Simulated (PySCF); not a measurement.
## Electronic absorption of C4H8O3Si

Compound: C4H8O3Si.
Bonds: O1–C2 (double), C2–O3, O3–C4, C4–Si5, Si5–C6, C6–O7, O7–C8, Si5–C8. Hydrogens: H9 on C2; H10, H11 on C4; H12 on Si5; H13, H14 on C6; H15, H16 on C8.

Theory: PySCF 2.14.0, density-fitted response routines, TDDFT wB97X-D/def2-SVPD, vertical, gas phase, core orbitals frozen in the response. One conformer (not necessarily the lowest) at the GFN2-xTB geometry, without solvent, vibrations or thermal averaging. Torsions of this conformer, `[O:1]=[CH:2][O:3][CH2:4][SiH:5]1[CH2:6][O:7][CH2:8]1`: O1–C2–O3–C4 -1°, C2–O3–C4–Si5 8°, O3–C4–Si5–C6 -171°.

Task: Predict the UV-vis stick spectrum at this level.

Result: 

| state | E (eV) | E (kJ/mol) | λ (nm) | f | main configurations (H = HOMO, L = LUMO) |
| --- | --- | --- | --- | --- | --- |
| S1 | 5.98 | 577 | 207.3 | 0.0035 | H-1→L (59%), H-4→L (28%), H-2→L (8%) |
| S2 | 6.57 | 634 | 188.8 | 0.0011 | H→L (63%), H→L+3 (11%) |
| S3 | 6.75 | 651 | 183.6 | 0.0089 | H-2→L (61%), H-1→L (17%) |
| S4 | 6.96 | 671 | 178.3 | 0.0013 | H→L+3 (30%), H→L (29%), H→L+4 (12%) |
| S5 | 7.04 | 679 | 176.1 | 0.0044 | H-1→L+2 (34%), H-1→L+1 (22%), H→L+1 (9%) |
| S6 | 7.15 | 690 | 173.3 | 0.016 | H→L+1 (36%), H→L+2 (28%) |
| S7 | 7.35 | 709 | 168.7 | 0.015 | H-4→L (26%), H-3→L (23%), H-2→L (14%) |
| S8 | 7.48 | 722 | 165.8 | 0.019 | H-1→L+3 (47%), H-1→L+1 (18%), H-3→L (10%) |

Triplets (Tamm–Dancoff): T1 5.66 eV, H-1→L (46%), H-4→L (39%), H-2→L (9%); T2 6.03 eV, H-5→L (40%), H-3→L (30%), H-2→L (14%); T3 6.43 eV, H→L (37%), H→L+3 (15%), H→L+2 (14%).

The lowest singlet comes at 207 nm (577 kJ/mol) in the ultraviolet; it is very weak; its leading configuration is HOMO-1→LUMO (59%). The strongest level in the table is S8 at 7.48 eV (166 nm, f = 0.019). It is the last of those listed, so stronger ones may follow. Löwdin shares by element: HOMO oxygen 59% or more, carbon 20% or more, hydrogen 6% or more (atoms not listed hold the other 15%); LUMO oxygen 46% or more, carbon 41% or more, hydrogen 7% or more. Weighted by f, the mean energy of these states is 7.15 eV. The listed states span 1.50 eV, and the widest gap between neighbours is 0.59 eV (S1 to S2). Orbital energies (eV): HOMO-3 -11.16, HOMO-2 -9.65, HOMO-1 -9.15, HOMO -8.76, LUMO 1.06, LUMO+1 1.90, LUMO+2 2.56. The window holds the lowest 8 singlets.
